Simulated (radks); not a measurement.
Coulomb parameter of the 4d shell of neutral silver in the model configuration [Kr] 4d9.5 5s1.5, as a second difference U = [E(n + 0.5) + E(n - 0.5) - 2 E(n)] / (0.5)^2 with all orbitals relaxed. "Bare": the charge of the atom changes with n. "Screened": the 5s shell takes up the change at fixed total charge, which measures U(4d,4d) + U(5s,5s) - 2 U(4d,5s). Calculated with a radial shooting solver on a logarithmic mesh with Libxc functionals: scalar-relativistic Kohn-Sham, PBE, spin-unpolarised, spherical densities, finite nucleus; Fermi nuclear charge, rms radius 4.5454 fm.

case              configuration  E - E(n) (eV)
start          [Kr] 4d9.5 5s1.5          0.000
bare +0.5       [Kr] 4d10 5s1.5         -3.219
bare -0.5        [Kr] 4d9 5s1.5          5.939
screened +0.5     [Kr] 4d10 5s1         -1.774
screened -0.5      [Kr] 4d9 5s2          2.304

U(bare) = 10.878 eV, U(screened by 5s) = 2.120 eV, against the Slater integral F0(4d,4d) = 18.014 eV with frozen orbitals. The step up makes a negative ion, whose loosely bound charge lowers the bare value.
